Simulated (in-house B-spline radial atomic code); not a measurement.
A fraction x of an electron is removed from 4f in Yb²⁺, starting from [Xe] 4f14 and keeping the highest spin. Level of theory: scalar-relativistic (X2C) CAM-B3LYP, spin-polarised, spherical fractional occupations, Fermi nucleus of rms radius 5.3108 fm; calculated with an all-electron radial atomic-structure program (B-spline basis).

Caution: exact exchange at fractional occupations of open shells leaves self-interaction of up to several eV.

```
   x  E(x) - E(0) (eV)  4f down level (eV)
   0            0.0000             -21.841
0.07            1.5667             -22.925
0.14            3.2099             -24.025
0.36            8.8839             -27.582
0.49           12.6100             -29.751
 0.5           12.9084             -29.920
0.55           14.4256             -30.769
0.64           17.2641             -32.313
0.87           25.1586             -36.358
0.98           29.2667             -38.340
   1           30.0372             -38.703
```

The exact functional would give a straight line between the two integer points. Deviations E(x) - E(0) - x[E(1) - E(0)], in eV: -0.536 at x = 0.07, -0.995 at x = 0.14, -1.929 at x = 0.36, -2.108 at x = 0.49, -2.11 at x = 0.5, -2.095 at x = 0.55, -1.96 at x = 0.64, -0.974 at x = 0.87, -0.17 at x = 0.98.

The curve lies below the straight line by up to 2.11 eV (at x = 0.5): convex, the delocalisation error, to which spherically averaged exact exchange adds.

Question: How well does Slater's transition state (minus the level at half occupation) give the ionisation energy?

Answer: It gives 29.920 eV against 30.037 eV from the two total energies; NIST lists 25.05 eV, ground level to ground level. The end point has an open shell averaged over its orbitals, so its exact exchange keeps a self-interaction and this is no true integer point.
